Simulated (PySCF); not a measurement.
CH4O, charge +1, doublet, geometry from GFN2-xTB (a state made from the parent by changing its charge; the spin is typed, not shown lowest). Base run: PySCF with CASSCF(3,4)/6-31G*.

Input for PySCF:
```python
from pyscf import gto, scf, mcscf
import numpy

mol = gto.M(
    atom='''
C    -0.08203668    0.60493218    0.11482401
O     0.06067739   -0.68366516   -0.17494028
H    -1.18198643    0.86214509    0.11391237
H     0.62482878   -1.22970011    0.41246267
H     0.43910736    0.99198948    0.99712096
H     0.12485126    1.21529375   -0.81291782
''',
    basis='6-31g*',
    charge=1,
    spin=1,
    verbose=4,
)

mf = scf.ROHF(mol)
mf.kernel()
mc = mcscf.CASSCF(mf, 4, 3)
mc.fix_spin_(ss=0.75)
mc.kernel()
occ = numpy.linalg.eigvalsh(mc.fcisolver.make_rdm1(mc.ci, mc.ncas, mc.nelecas))[::-1]
ss = mc.fcisolver.spin_square(mc.ci, mc.ncas, mc.nelecas)[0]
print('natural occupations', occ.round(4), ' <S^2>', round(ss, 4))
```

The base run was repeated with changes; each row names its change, and settings that it needs were set with it.

| change | ΔE vs base (mEh) | natural occupations | <S^2> of the state |
|---|---|---|---|
| base | 0.000 | 1.98 1.00 0.02 0.00 | 0.75 |
| orbitals = fixed (CASCI) | 21.914 | 2.00 1.00 0.00 0.00 | 0.75 |
| correction = SC-NEVPT2 | -267.9 | 1.98 1.00 0.02 0.00 | 0.75 |
| orbitals = fixed (CASCI); correction = SC-NEVPT2 | -265.3 | 2.00 1.00 0.00 0.00 | 0.75 |
| state_average = 2 states | 6.501 | - | - |
| fix_spin_ = off | 0.000 | 1.98 1.00 0.02 0.00 | 0.75 |
| active space = 7 electrons, 8 orbitals | -63.171 | 1.98 1.97 1.97 1.00 0.03 0.02 0.02 0.01 | 0.75 |
| solver = newton | 8.574 | 1.99 1.00 0.01 0.00 | 0.75 |
| active space = 3 electrons, 5 orbitals | -3.377 | 1.98 1.00 0.02 0.01 0.00 | 0.75 |
| active space = 9 electrons, 8 orbitals | -64.052 | 2.00 1.98 1.98 1.97 1.01 0.03 0.02 0.01 | 0.75 |
| active space = 5 electrons, 5 orbitals | -15.631 | 1.98 1.98 1.00 0.02 0.02 | 0.75 |

Active orbitals are taken around the Fermi level unless the row says otherwise; CASSCF can end in different local minima, and two programs can end on different orbitals. State-averaged rows give the lowest state.

Open shells are given as the SCF converged; they aren't shown to be the lowest states, and a large step between rows can be another state.
